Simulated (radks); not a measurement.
The zinc ion Zn2+ inside a hard spherical wall (all orbitals vanish at R), configuration held at [Ar] 3d10 and not refilled when levels cross. Method: scalar-relativistic Kohn-Sham, r2SCAN, spin-polarised, spherical densities, finite nucleus; meta-GGA in the generalised Kohn-Sham scheme; Fermi nuclear charge, rms radius 3.9283 fm; computed with a radial shooting solver on a logarithmic mesh with Libxc functionals. Eigenvalues in eV for spin up, with the zero of energy where the potential of the charges vanishes at infinity; a dash marks a level that is unbound or too diffuse for the functional's potential to be trusted. A positive occupied level is held by the wall or, in an anion where self-interaction has pushed it up, behind a barrier. The pressure on the wall is -dE/dV.

\begin{tabular}{lrrrrrrrrr}
R (bohr) & E (hartree) & kinetic (hartree) & e(2p) & e(3s) & e(3p) & e(3d) & e(4s, empty) & e(4p, empty) & pressure (GPa) \\ \hline
free & -1795.27129 & 1823.927 & -1032.1 & -154.27 & -106.84 & -31.039 & -22.160 & -14.709 & 0 \\
20 & -1795.27129 & 1823.927 & -1032.1 & -154.27 & -106.84 & -31.039 & -22.160 & -14.709 & < 0.0001 \\
12 & -1795.27129 & 1823.927 & -1032.1 & -154.27 & -106.84 & -31.039 & -22.160 & -14.709 & < 0.0001 \\
7 & -1795.27128 & 1823.927 & -1032.1 & -154.27 & -106.84 & -31.039 & -22.155 & -14.660 & 0.000363 \\
6 & -1795.27124 & 1823.927 & -1032.1 & -154.26 & -106.84 & -31.036 & -22.124 & -14.500 & 0.00712 \\
5 & -1795.27071 & 1823.933 & -1032.0 & -154.23 & -106.81 & -31.005 & -21.917 & -13.868 & 0.140 \\
3.5 & -1795.24446 & 1824.134 & -1031.0 & -153.37 & -105.97 & -30.175 & -18.607 & -8.123 & 13.0 \\
3 & -1795.17584 & 1824.555 & -1029.2 & -151.92 & -104.55 & -28.711 & -13.626 & -1.136 & 63.3 \\
1.5 & -1787.96991 & 1855.771 & -968.00 & -110.15 & -61.410 & 21.105 & 152.97 & 179.65 & 27100 \\
\end{tabular}
